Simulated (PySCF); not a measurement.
# `C[C@H](F)C[C@@H](F)C#N`, C5H7F2N

Molfile (atoms numbered from 1):
```
C5H7F2N
     RDKit          3D

 15 14  0  0  0  0  0  0  0  0999 V2000
   -2.0720   -0.7311    0.4359 C   0  0  0  0  0  0  0  0  0  0  0  0
   -0.9866    0.1736   -0.1215 C   0  0  2  0  0  0  0  0  0  0  0  0
   -1.0053    0.0950   -1.5055 F   0  0  0  0  0  0  0  0  0  0  0  0
    0.4094   -0.2293    0.3531 C   0  0  0  0  0  0  0  0  0  0  0  0
    1.4683    0.7637   -0.1359 C   0  0  1  0  0  0  0  0  0  0  0  0
    1.2941    1.9760    0.5028 F   0  0  0  0  0  0  0  0  0  0  0  0
    2.8052    0.2610    0.1335 C   0  0  0  0  0  0  0  0  0  0  0  0
    3.8468   -0.1508    0.3529 N   0  0  0  0  0  0  0  0  0  0  0  0
   -2.1225   -0.6291    1.5157 H   0  0  0  0  0  0  0  0  0  0  0  0
   -3.0332   -0.4563    0.0090 H   0  0  0  0  0  0  0  0  0  0  0  0
   -1.8617   -1.7676    0.1820 H   0  0  0  0  0  0  0  0  0  0  0  0
   -1.1866    1.2261    0.1178 H   0  0  0  0  0  0  0  0  0  0  0  0
    0.4253   -0.2583    1.4436 H   0  0  0  0  0  0  0  0  0  0  0  0
    0.6517   -1.2211   -0.0339 H   0  0  0  0  0  0  0  0  0  0  0  0
    1.3627    0.9561   -1.2141 H   0  0  0  0  0  0  0  0  0  0  0  0
  1  2  1  0
  2  3  1  0
  2  4  1  0
  4  5  1  0
  5  6  1  0
  5  7  1  0
  7  8  3  0
  1  9  1  0
  1 10  1  0
  1 11  1  0
  2 12  1  6
  4 13  1  0
  4 14  1  0
  5 15  1  6
M  END
```

Computed with TDDFT wB97X-D/def2-SVPD circular dichroism and optical rotation, one conformer, gas phase (PySCF). Geometry: GFN2-xTB.

The molecule is flexible and this is one conformer; a measurement averages over conformers.

Problem. Draw the ECD and absorption spectra from the lowest 8 states, each a Gaussian of half-width 0.35 eV at 1/e height.

Solution. 
| E (eV) | λ (nm) | Δε (L mol⁻¹ cm⁻¹) | ε (L mol⁻¹ cm⁻¹) |
| --- | --- | --- | --- |
| 6.88 | 180 | +0.21 | 5.17 |
| 6.98 | 178 | +0.43 | 10.8 |
| 7.08 | 175 | +0.76 | 19.1 |
| 7.18 | 173 | +1.14 | 28.8 |
| 7.28 | 170 | +1.46 | 37.2 |
| 7.38 | 168 | +1.58 | 41.6 |
| 7.48 | 166 | +1.46 | 42.2 |
| 7.58 | 164 | +1.14 | 43.2 |
| 7.68 | 161 | +0.76 | 51.1 |
| 7.78 | 159 | +0.43 | 71.2 |
| 7.88 | 157 | +0.23 | 103 |
| 7.98 | 155 | +0.17 | 140 |
| 8.08 | 153 | +0.25 | 175 |
| 8.18 | 152 | +0.51 | 205 |
| 8.28 | 150 | +0.99 | 242 |
| 8.38 | 148 | +1.70 | 298 |
| 8.48 | 146 | +2.52 | 377 |
| 8.58 | 145 | +3.18 | 463 |
| 8.68 | 143 | +3.30 | 526 |
| 8.78 | 141 | +2.62 | 548 |
| 8.88 | 140 | +1.21 | 546 |
| 8.98 | 138 | -0.49 | 575 |
| 9.08 | 137 | -1.98 | 709 |
| 9.18 | 135 | -3.04 | 1010 |
| 9.28 | 134 | -3.84 | 1470 |
| 9.38 | 132 | -4.67 | 1990 |

Δε uses R in velocity form, ε uses f in length form. Only the states computed contribute, so the short-wavelength end is incomplete.
